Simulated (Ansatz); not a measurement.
Relaxation of CH6Sn (8 atoms, charge 0, multiplicity 1), to a largest force component of 0.03 eV/Å in at most 50 steps.

Computed with RKS LDA/def2-SVP (Ansatz 0.2.0).

```xyz
8
Properties=species:S:1:pos:R:3:forces:R:3
Sn 0.234 -0.005 0.046 0.65 0.04 0.26
C 1.062 -0.019 2.012 -0.86 -0.11 0.91
H 0.391 -0.141 2.886 -0.02 -0.01 0.04
H 1.796 -0.846 1.996 0.08 0.01 0.03
H 1.584 0.953 2.094 0.10 0.00 0.01
H 1.938 0.127 -0.173 0.02 0.05 -1.28
H -0.663 1.384 -0.396 0.01 -0.02 0.01
H -0.483 -1.451 -0.526 0.03 0.03 0.03
```

**Question.** Where does it end, and by what steps?

**Answer.** It converged. After 5 steps the energy has fallen by 0.587 eV; H6 moved furthest, 0.80 Å.

```csv
step,energy less start (eV),largest force component (eV/Å),accepted
0,0.0000,1.284,yes
1,-0.2773,0.729,yes
2,-0.4345,0.344,yes
3,-0.5443,0.183,yes
4,-0.5857,0.146,yes
5,-0.5868,0.025,yes
```

```xyz
8
Properties=species:S:1:pos:R:3
Sn 0.454 0.017 0.044
C 1.054 -0.020 2.095
H 0.165 -0.138 2.747
H 1.746 -0.869 2.268
H 1.570 0.926 2.352
H 1.836 0.161 -0.969
H -0.587 1.355 -0.243
H -0.380 -1.432 -0.355
```

Time of the run: 6.2 s on 1 thread of Intel(R) Xeon(R) Platinum 8375C CPU @ 2.90GHz (Ice Lake) (shared host), peak memory 0.13 GiB.
